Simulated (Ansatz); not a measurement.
GeBr2⁺. The state is a doublet with charge 1. Geometry r2SCAN-D4/def2-TZVP; atoms count from 1.

```xyz
3

Ge   -0.642   -0.348    0.006
Br   -0.591    1.848   -0.396
Br    1.233   -1.500    0.391
```

The structure comes from a short search, and lower isomers may exist.

Problem. Estimate the Mulliken populations from the PBE0/def2-TZVP orbitals of Ansatz.

Solution. 
| atom | charge (e) | spin (α − β) |
| --- | --- | --- |
| Ge1 | 0.84 | 0.48 |
| Br2 | 0.08 | 0.26 |
| Br3 | 0.08 | 0.26 |
Mulliken values depend strongly on the basis.

Problem. Where does the spin sit?

Solution. Summed by element: Ge 0.48, Br 0.52, of 1 unpaired in all. Largest on single atoms: Ge1 0.48, Br3 0.26, Br2 0.26.

Problem. And the Mayer bond orders between heavy atoms (over 0.3)?

Solution. Ge1–Br2 1.37 (2.23 Å); Ge1–Br3 1.37 (2.23 Å).
